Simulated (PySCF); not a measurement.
Input file for PySCF: R-HF/STO-3G on CaNi, 2S+1 = 1, a spin state set in the input, which need not be the lowest, a point of a bond scan (R = 2.036 Å).

```python
from pyscf import gto, scf, dft, mp
from pyscf.data.elements import chemcore

mol = gto.M(
    atom='''
    Ni    0.00000000    0.00000000    0.00000000
    Ca    0.00000000    0.00000000    2.03625400
    ''',
    basis='sto-3g',
    charge=0, spin=0, verbose=3, max_memory=1800)
mf = scf.RHF(mol)
mf.conv_tol = 1e-8
mf.max_cycle = 100
mf.kernel()
if not mf.converged:
    mf = mf.newton().run(mf.mo_coeff, mf.mo_occ)
```

The log:

```
converged SCF energy = -2159.63610237204
```

The calculation finished and met its thresholds.

Cost: roughly 0.21 core-seconds.
